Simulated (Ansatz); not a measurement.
FH2SSb (`[F][SbH][SH]`) from Hartree–Fock to CCSD(T)

```xyz
5

F    -1.941    0.251    0.135
Sb   -0.497   -0.202   -1.049
S     0.972   -1.255    0.538
H     0.225    1.343   -0.854
H     1.242   -0.137    1.231
```

The species carries charge 0 and has multiplicity 1. Correlated methods include outer-core shells of Sb, which these sets cover unevenly. Sb: def2 effective core potential. All single points use the PBE0-D4/def2-TZVP geometry. It is one conformer, not always the lowest. Frozen core, restricted reference, the Gaussian-basis code of Ansatz.

```
     basis     HF (Eh)  MP2 corr.
  def2-SVP  -737.20649   -0.43379
def2-TZVPP  -737.49404   -0.77654
def2-QZVPP  -737.51425   -1.05804
```

Estimate the CCSD correlation energy and the (T) correction in each basis where they were run (hartree).


```tsv
basis	CCSD corr.	(T)
def2-SVP	-0.46496	-0.01124
def2-TZVPP	-0.78975	-0.02719
```
